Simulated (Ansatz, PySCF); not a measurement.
Lewis adduct: GaH3 (SMILES [GaH3]) (first 4 atoms) with PH3 (SMILES P); geometry from B3LYP-D3(BJ)/def2-TZVP, rigid monomers moved along the line of their centres of mass till Ga1···P5 is 3.60 Å.
(charge 0, multiplicity 1):
```tsv
atom	x (Å)	y (Å)	z (Å)
Ga	-0.4614	0.4894	0.7103
H	-1.5394	1.4970	1.2656
H	-0.9507	-0.7987	-0.0558
H	1.0039	1.0125	0.4553
P	0.2310	-1.1340	3.8466
H	1.1835	-2.1710	3.8903
H	0.7207	-0.3677	4.9225
H	-0.8119	-1.7916	4.5281
```

Monomers are frozen at their geometry in the pair; levels with a basis set take the counterpoise correction. Rows marked so take none.

Frozen-core correlation. Filled d and f shells under p-block atoms count as core. CBS(a, b) extrapolates the correlation energy as X⁻³ and adds the Hartree–Fock energy of set b. Rows in 6-31G* carry no dispersion term and start afresh at each structure (6-31G* with six Cartesian d functions); the Pople sets are all-electron and without relativity.

Run with Ansatz (a quantum-chemistry and plane-wave program); PySCF for 6-31G* rows. Each number belongs to the level named beside it.

| level | interaction energy (kcal/mol) |
|---|---|
| HF/def2-TZVPPD | -5.14 |
| BP86/6-31G* (no counterpoise) | -6.20 |
| M06-2X/6-31G* (no counterpoise) | ? |
| MP2/CBS(def2-SVPD, def2-TZVPPD) | -6.15 |
| SCS-MP2/def2-TZVPPD | -5.73 |
| CCSD/def2-TZVPPD | -5.70 |
| CCSD(T)/def2-SVPD | -6.01 |
| CCSD(T)/def2-TZVPPD | -5.91 |
| CCSD(T)/CBS(def2-SVPD, def2-TZVPPD) | -5.97 |

Q: Fill in the missing entries.

A: 
- M06-2X/6-31G* (no counterpoise), interaction energy (kcal/mol): -7.88
